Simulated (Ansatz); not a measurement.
Coupled-cluster diagnostics for Si₂Ni₃⁺, Ansatz.

Geometry of the doublet (r2SCAN-D4/def2-SVP):

```xyz
5

Ni    0.100   -0.605    1.162
Ni   -0.345   -0.598   -1.124
Ni   -1.710    0.523    0.330
Si    1.689   -0.604   -0.321
Si    0.266    1.284   -0.047
```

Correlated methods freeze 25 core orbitals; core or outer-core shells of Ni are correlated, in sets that lack core-valence functions. In CCSD on the charge 1 doublet the largest single amplitude is 0.54, so its Hartree–Fock determinant may place the open shell otherwise than the density functionals do. No other spin state of charge 1 was run. The geometry of the doublet was relaxed on an unsound state (⟨S²⟩ 1.29, where a pure state has 0.75). Another isomer (doublet) lies 0.61 eV lower at PBE0-D4/def2-TZVP; other spin states weren't run for this one.

Task: Estimate the CCSD(T) correlation energy, the shares of MP2 and (T), T1 and the reference's ⟨S²⟩ for: charge 1, doublet, own geometry in def2-SVP; and the rough time on 4 threads of Arm Neoverse V2 on a shared host.

Result: 
```csv
state,basis,correlation (eV),MP2 share (%),(T) share (%),T1,⟨S²⟩ (pure),wall time,remarks
"charge 1, doublet, own geometry",def2-SVP,-39.008,99.3,6.7,0.129,2.50 (0.75),8.3 min,"flagged by the program, large T1 (0.129), spin-contaminated (⟨S²⟩ 2.50)"
```
Customary marks for T1 are 0.02 (closed shells), 0.045 (open shells) and about 0.05 (3d metals). T1 exceeds 0.02 in 1 of 1 rows and 0.045 in 1; the higher it lies, the less the single-reference result can be trusted.
